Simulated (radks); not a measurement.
Values are calculated unless marked as measured or tabulated.
Problem. The oxygen anion O-, [He] 2s2 2p5, held by a Watson sphere: a shell of charge +1 at radius R that stands for the Madelung well of a crystal (potential energy -1/R inside, -1/r outside, in hartree with lengths in bohr). Level of theory: non-relativistic Kohn-Sham, LDA (Slater exchange, VWN5 correlation), spin-polarised, spherical densities, point nucleus; open shells are filled with parallel spins first (a radial shooting solver on a logarithmic mesh with Libxc functionals). Response by self-consistent Sternheimer equations with the Hartree and adiabatic LDA kernel. The sphere does not respond.

R (bohr)  e(2s down) (eV)  e(2p up) (eV)  e(2p down) (eV)  <r> 2p (bohr)  sum of <r^2> (bohr^2)  X-ray form factor at sin(theta)/lambda = 0.1 1/angstrom  alpha (bohr^3)
2                 -21.648         -8.702           -7.459          1.423                  16.51                                                    7.930           10.21
2.14              -21.258         -8.363           -7.127          1.441                  16.89                                                    7.911           11.05
2.44              -20.500         -7.684           -6.459          1.476                  17.62                                                    7.876           12.98
2.6               -20.137         -7.350           -6.128          1.493                  17.98                                                    7.860           14.08
3.26              -18.885         -6.165           -4.946          1.553                  19.22                                                    7.808           19.07
3.44              -18.601         -5.891           -4.671          1.566                  19.51                                                    7.797           20.54
3.8               -18.092         -5.397           -4.173          1.591                  20.04                                                    7.779           23.63
3.92              -17.938         -5.246           -4.021          1.599                  20.21                                                    7.774           24.70

Estimate the row for R = 2.76 bohr.

Solution. e(2s down) (eV) -19.798; e(2p up) (eV) -7.035; e(2p down) (eV) -5.815; <r> 2p (bohr) 1.509; sum of <r^2> (bohr^2) 18.31; X-ray form factor at sin(theta)/lambda = 0.1 1/angstrom 7.845; alpha (bohr^3) 15.22.
